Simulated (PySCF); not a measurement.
A calculated (PBE, PySCF 2.14, x2c-TZVPPall with one added diffuse shell each of s, p, d type, scalar relativity by spin-free X2C-1e) atom or ion has these occupied shells.

```tsv
shell	electrons	orbital energy (eV)	rms radius, mean of both spins (bohr)
1s α	1	-709.59	0.204
1s β	1	-706.46	0.204
2s α	1	-70.412	0.994
2p α	3	-51.298	1.01
2p β	1	-45.092	1.01
```

Name the element and its charge.

F²⁺ (fluorine, charge +2), in [He] 2s1 2p4, high-spin 4P determinant (an excited configuration).
